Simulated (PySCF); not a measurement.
**Unknowns**

- structure optimised with GFN2-xTB
- PBE0/pcSseg-1 with gauge-including orbitals
- program: PySCF 2.14.0 with density-fitted response routines
- no solvent, no relativistic terms, rapidly exchanging positions averaged, one conformer

Scale: ¹H (σref 31.72), ¹³C (σref 186.93) vs TMS (reference shieldings calculated alike). Splittings of carbon signals by F and P are missing where no couplings were computed. Where no couplings were computed, multiplicities follow the n + 1 count of equivalent neighbours, and m marks all less simple cases (inequivalent or close neighbours, rings, F or P nearby). Shifts are as computed. Against solution values, carbons near 30 ppm lie about +3 ppm off and those near 130 ppm about +5 ppm. Of 1211 compounds with measured shifts, 218 miss one by over three times the rms of a fit or turn the order of signals round; such compounds aren't used in these exercises.

Question: C3H8O4Si2. ¹H NMR (300 MHz, computed): δ 5.66 (m, 1H), 5.38 (m, 1H), 5.16 (m, 1H), 4.72 (m, 1H), 4.54 (m, 1H), 3.90 (s, 3H). ¹³C{¹H} NMR (computed): δ 169.1 (C), 68.9 (CH2), 53.5 (CH3). Identify the compound.

Answer: SMILES CO[Si@H]1OCC(=O)O[SiH2]1. Rings plus π bonds: 2 (1 ring in the answer). 3 carbon signals for 3 carbons: no two carbons are equivalent. Carbon types of the structure: 1 × C, 1 × CH2, 1 × CH3, leaving 3 H on heteroatoms. δC 169.1: carbonyl carbon. δC 68.9: sp3 CH2 bonded to O, α to a carbonyl; pulled downfield by the heteroatom. δC 53.5: methyl carbon bonded to O; pulled downfield by the heteroatom. δH 3.90: hydrogen on a methyl carbon bonded to O; its carbon carries O, an electronegative neighbour.

The data come from this structure; uniqueness wasn't tested.

Question: C7H6O3P2. ¹H NMR (300 MHz, computed): δ 11.24 (m, 1H), 10.45 (m, 1H), 9.32 (m, 1H), 4.25 (s, 3H). ¹³C{¹H} NMR (computed): δ 197.1 (CH), 194.3 (CH), 179.5 (C), 166.3 (C), 160.8 (CH), 147.2 (C), 55.0 (CH3). What is it?

Answer: `COC(=O)c1cpcpc1C=O`. 7 carbon signals for 7 carbons: no two carbons are equivalent. Carbon types of the structure: 3 × C, 3 × CH, 1 × CH3, which accounts for all hydrogens. δC 197.1: aldehyde carbonyl carbon; low-lying n→π* states of the double bond to the heteroatom give a large paramagnetic term (-253 ppm). δC 179.5: ester carbonyl carbon; lone-pair donation from the attached heteroatom keeps it upfield of a ketone carbonyl. δH 11.24, 9.32: hydrogen on an aromatic CH. δH 10.45: hydrogen on an aldehyde carbonyl carbon; the C=O anisotropy and electron withdrawal place aldehyde protons far downfield.

The shifts were computed for this structure.
